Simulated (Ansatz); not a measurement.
Cost and result for the atomization energy of AlBrCl, SMILES `[Cl][Al][Br]` radical (3 atoms, 2 bonds).

Z-matrix (Å, degrees):
```
Al
Cl 1 2.102
Br 1 2.266 2 118.9
```

The species carries charge 0 and has multiplicity 2. Correlated methods include outer-core shells of Br, which these sets cover unevenly. Scalar relativity is left out up to krypton. All single points use the PBE0-D4/def2-TZVP geometry. Program: Ansatz. All runs use 2 threads of a server CPU on a shared host. Times are those of one run each, without the atoms' runs, and a repeat can differ threefold. Electronic energies, without spin–orbit coupling; frozen cores. CCSD(T)/CBS adds CCSD(T) − MP2 in def2-TZVPP to the MP2 limit, and its time is that of the two runs behind it. T1 = 0.010; ⟨S²⟩ of the reference is 0.75. With those shells the extrapolation isn't a true limit.

CCSD(T)/CBS is a level of theory with its own doubt, some kJ/mol a heavy atom from the limit and from the frozen cores, so smaller differences don't rank the functionals.

| level | functions | wall time |
| --- | --- | --- |
| LDA (SPW92)/def2-TZVPP | 132 | 1.9 s |
| CCSD(T)/def2-SVP | 68 | 3.4 s |
| BLYP-D4/def2-TZVPP | 132 | 3.9 s |
| PBE-D4/def2-TZVPP (with forces) | 132 | 4 s |
| BHLYP-D4/def2-TZVPP | 132 | 6 s |
| RPA@PBE/def2-TZVPP | 132 | 6 s |
| r2SCAN-D4/def2-TZVPP (with forces) | 132 | 11 s |
| r2SCANh-D4/def2-TZVPP | 132 | 12 s |
| ωB97X-V/def2-TZVPP | 132 | 16 s |
| MP2/def2-QZVPP | 229 | 16 s |
| ωB97M-V/def2-TZVPP (with forces) | 132 | 24 s |
| CCSD(T)/def2-TZVPP | 132 | 34 s |
| CCSD(T)/CBS(def2) | – | 50 s |

Task: What atomization energy does each give, and how far from CCSD(T)/CBS? (Estimate.)

Result: The calculation gave: 
```json
{"level": "LDA (SPW92)/def2-TZVPP", "atomization (kcal/mol)": "205.1", "difference from CCSD(T)/CBS": "23.2", "per bond": "11.6"}
{"level": "CCSD(T)/def2-SVP", "atomization (kcal/mol)": "164.8", "difference from CCSD(T)/CBS": "-17.1", "per bond": "-8.6"}
{"level": "BLYP-D4/def2-TZVPP", "atomization (kcal/mol)": "174.4", "difference from CCSD(T)/CBS": "-7.5", "per bond": "-3.8"}
{"level": "PBE-D4/def2-TZVPP (with forces)", "atomization (kcal/mol)": "184.1", "difference from CCSD(T)/CBS": "2.2", "per bond": "1.1"}
{"level": "BHLYP-D4/def2-TZVPP", "atomization (kcal/mol)": "172.7", "difference from CCSD(T)/CBS": "-9.2", "per bond": "-4.6"}
{"level": "RPA@PBE/def2-TZVPP", "atomization (kcal/mol)": "154.8", "difference from CCSD(T)/CBS": "-27.1", "per bond": "-13.6"}
{"level": "r2SCAN-D4/def2-TZVPP (with forces)", "atomization (kcal/mol)": "188.0", "difference from CCSD(T)/CBS": "6.1", "per bond": "3.0"}
{"level": "r2SCANh-D4/def2-TZVPP", "atomization (kcal/mol)": "186.3", "difference from CCSD(T)/CBS": "4.4", "per bond": "2.2"}
{"level": "ωB97X-V/def2-TZVPP", "atomization (kcal/mol)": "179.8", "difference from CCSD(T)/CBS": "-2.1", "per bond": "-1.1"}
{"level": "MP2/def2-QZVPP", "atomization (kcal/mol)": "190.5", "difference from CCSD(T)/CBS": "8.6", "per bond": "4.3"}
{"level": "ωB97M-V/def2-TZVPP (with forces)", "atomization (kcal/mol)": "178.7", "difference from CCSD(T)/CBS": "-3.2", "per bond": "-1.6"}
{"level": "CCSD(T)/def2-TZVPP", "atomization (kcal/mol)": "173.4", "difference from CCSD(T)/CBS": "-8.5", "per bond": "-4.2"}
{"level": "CCSD(T)/CBS(def2)", "atomization (kcal/mol)": "181.9", "difference from CCSD(T)/CBS": "0.0", "per bond": "0.0"}
```

From BLYP to BHLYP (50 % exact exchange), in def2-TZVPP and without D4, the atomization energy moves by −0.8 kcal/mol: exact exchange takes away binding that semilocal exchange gives to molecules. At CCSD(T), def2-SVP lies −17.1 kcal/mol from the extrapolated value and def2-TZVPP −8.5 kcal/mol: correlation converges slowly with the basis, and small sets miss more of it in the bonded molecule than in its fragments. Leaving LDA and LC-ωPBE aside and taking each functional with its dispersion term where it has one, the values spread over 15.3 kcal/mol, from BHLYP-D4 to r2SCAN-D4. LDA lies +23.2 kcal/mol from PBE without D4, its usual overbinding.
